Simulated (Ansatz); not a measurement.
F$_{2}$Sn, charge -1, doublet, at a GFN2-xTB geometry (such geometries of metal compounds can be far from the true shape) (a state made from the parent by changing its charge; the spin is typed, not shown lowest) (all electrons, no relativity) (a gas-phase anion, which may not be bound at this level). Base run: R2SCAN/3-21G (Ansatz, a first-principles code).

Ansatz was given this input:
Ansatz 0.2 input:
```yaml
crystal:
  periodic: [false, false, false]
  atoms:
    - {symbol: Sn, position_ang: [0.01391959, -0.00751882, 0.33026563]}
    - {symbol: F, position_ang: [0.87048971, 1.67444647, -0.91807744]}
    - {symbol: F, position_ang: [-0.94782076, -1.63267523, -0.91673164]}
basis:
  gaussian:
    orbitals: 3-21G.json
hamiltonian:
  xc: r2scan
total_charge: -1
magnetization: {spin_polarized: true, initial_magnetization: 1}
```
The basis file holds 3-21G in the JSON format of the Basis Set Exchange.

The base run was repeated with changes; each row names its change, and settings that it needs were set with it.

```
change                                                           ΔE vs base (mEh)
---------------------------------------------------------------  ----------------
base                                                                        0.000
lower_state_search = full                                                   0.000
final_grid = 10, 20, 41                                                     0.016
point_charge = charge:-1.0 position_ang:4.7662, 1.1738, -0.2597             105.1
final_grid = 6, 12, 29                                                      1.023
final_grid = 4, 8, 17                                                      -2.545
lower_state_search = off                                                    0.000
lower_state_search = light                                                  0.000
forces = on                                                                 0.000
```

A gas-phase anion may not be bound at this level; its values then depend on the basis.
